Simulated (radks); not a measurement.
All-electron atom: Ho3+ in [Xe] 4f10. Method: Dirac Kohn-Sham, PBE, spin-unpolarised, spherical densities, point nucleus; open shells are shared between the two j in proportion to 2j + 1; computed with a radial shooting solver on a logarithmic mesh with Libxc functionals.

Normalised radial functions P(r) = r R(r) (large component), r in bohr:

r           5p1/2
0.001989   0.0083
0.002611   0.0116
0.003454   0.0167
0.00457    0.0241
0.006047   0.0351
0.007938   0.0505
0.0105     0.0729
0.0139     0.1033
0.01839    0.1418
0.02433    0.1848
0.03193    0.2214
0.04225    0.2349
0.0559     0.1963
0.07397    0.0816
0.09709   -0.0965
0.1285    -0.2796
0.17      -0.3305
0.2249    -0.1382
0.2952     0.2232
0.3906     0.4939
0.5168     0.3598
0.6838    -0.1694
0.8975    -0.7247
1.188     -0.9826
1.571     -0.8389
2.079     -0.4908
2.729     -0.2003
3.611     -0.0500
4.777     -0.0067

5p1/2: eigenvalue -58.376 eV, 3 radial nodes at r = 0.0845, 0.251, 0.633 bohr, <r> = 1.39 bohr, 90 % of the charge inside 2.03 bohr.
